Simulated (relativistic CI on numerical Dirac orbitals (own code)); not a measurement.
# Se¹⁴⁺: sensitivity of the levels to the model

Base calculation: Dirac-Coulomb-Breit CI, separate exchange-only KLI orbitals for each configuration, model QED, unscaled Slater integrals.

CI space (outside the closed core [Ne]): 3s²3p⁶3d², 3s²3p⁵3d³, 3s3p⁶3d³, 3s²3p⁶3d4s, 3s²3p⁶3d4p, 3s²3p⁶3d4d, 3s²3p⁶3d4f, 3s²3p⁶4s², 3s²3p⁵3d²4s, 3s²3p⁶4s4p, 3s²3p⁵3d²4p, 3s²3p⁶3d5s, 3p⁶3d⁴, 3p⁵3d⁵. Double excitations out of closed p, d and f shells are left out; levels of such configurations are missing from the list, as are those of other unlisted configurations, and high levels can miss mixing partners. These lack a partner that the ground configuration has and come out too high: 3s²3p⁵3d²4s, 3s²3p⁵3d²4p.

Variants: (1) QED terms removed; (2) non-relativistic limit. Shifts of the energy above 3s²3p⁶3d² ³F2, in cm⁻¹, for the lowest level and the first level of each name with at least 55 % of one term (blank where a level changes its place among those of its configuration and J or its character, or is not in the variant):

```tsv
Level	Base	Δ(1)	Δ(2)
3s²3p⁶3d² ³F2	0	0	0
3s²3p⁶3d² ³F3	7273	-28	-7273
3s²3p⁶3d² ³F4	15121	-54	-15121
3s²3p⁶3d² ¹D2	39591	-21	-6732
3s²3p⁶3d² ³P0	42410	-10	-4552
3s²3p⁶3d² ³P1	45561	-24	-7703
3s²3p⁶3d² ³P2	53128	-57	-15270
3s²3p⁶3d² ¹G4	62716	-37	-9416
3s²3p⁶3d² ¹S0	143283	-41	-10588
3s²3p⁵3d³ ⁵D°2	671523	+70	
3s²3p⁵3d³ ⁵D°3	672390	+64	-24761
3s²3p⁵3d³ ⁵D°1	672605	+69	-24976
3s²3p⁵3d³ ⁵S°2	672879	+39	
3s²3p⁵3d³ ⁵D°0	674164	+63	-26535
```

At this charge energies of transitions that change n are usually good to better than 1 %, and those within a shell (Δn = 0) to a few per cent. Terms inside the open d or f shell come out 10 to 20 % too wide with unscaled integrals.

Ionisation energy from the two ground configurations alone: base 472.591 eV. The NIST ASD value (theoretical) is 473 eV.

LS names give the leading component of a level, which can be under half, so a name can repeat, a term be missing and a line seem to break the LS rules.
